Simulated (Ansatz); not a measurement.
Species: C3H5NSSi, charge 0, multiplicity 1. 
Geometry from a B3LYP-D3(BJ)/def2-TZVP (Ansatz, a quantum-chemistry and plane-wave program) optimisation:
```xyz
11

Si     2.2045     0.2241     0.0526
C      0.3326     0.2107     0.0713
N     -0.3969     1.2311     0.4463
C     -1.7327     0.9607     0.3661
C     -2.0526    -0.2900    -0.0782
S     -0.6224    -1.1685    -0.4110
H      2.7185     0.4670     1.4174
H      2.6899     1.2827    -0.8583
H      2.6598    -1.1001    -0.4278
H     -2.4477     1.7200     0.6473
H     -3.0307    -0.7183    -0.2194
```

Computed values are from Ansatz. Correlated levels leave the core frozen unless marked. Open shells are spin-unrestricted. No spin-orbit coupling. Non-relativistic. CBS marks a two-point X^-3 extrapolation of the correlation energy; Hartree-Fock from the larger set. [CCSD(T)-MP2]/basis is that difference in the basis named.

```yaml
atomisation energy De: 1049.2 kcal/mol at CCSD(T)/CBS(aug-cc-pV(T+d)Z,aug-cc-pV(Q+d)Z)
vertical ionisation energy (to the doublet): 9.50 eV at RI-MP2/CBS(aug-cc-pV(T+d)Z,aug-cc-pV(Q+d)Z)+[CCSD(T)-MP2]/aug-cc-pV(T+d)Z
total_energy: -858.6844 Eh at CCSD(T)/CBS(aug-cc-pV(T+d)Z,aug-cc-pV(Q+d)Z)
dipole_moment: 1.54 D at CCSD(T)/aug-cc-pV(D+d)Z
T1 diagnostic: 0.015 at CCSD/aug-cc-pV(Q+d)Z
```

The Hartree-Fock reference is unstable (checked in the largest basis), which strains HF and MP2.
